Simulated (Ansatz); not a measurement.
Cartesian coordinates in Å:
```
S 0.172 2.061 -1.537
B -0.003 0.803 -0.274
O 0.137 -0.543 -0.448
C -0.101 -1.069 0.852
Te -0.460 0.845 1.845
H 0.450 1.193 -2.527
H 0.782 -1.578 1.233
H -0.979 -1.712 0.856
```

Total charge 0; spin multiplicity 1. Te: def2 effective core potential.

Question: List the r2SCAN/def2-TZVPP orbital energies in eV (the Gaussian-basis code of Ansatz). (An estimate is asked.)

Answer: Ansatz gave: Occupied: -2409.39, -516.89, -275.57, -213.85, -182.31, -168.65, -157.93, -157.82, -157.74, -117.84, -117.70, -117.54, -41.66, -41.65, -41.49, -41.39, -41.38, -28.13, -19.56, -18.36, -16.22, -12.84, -12.49, -11.81, -11.68, -9.13, -8.79, -7.80, -7.23, -7.03, -5.66. Lowest empty: -2.07, -0.77, -0.36, 0.66, 1.10, 1.65, 2.49, 2.70.
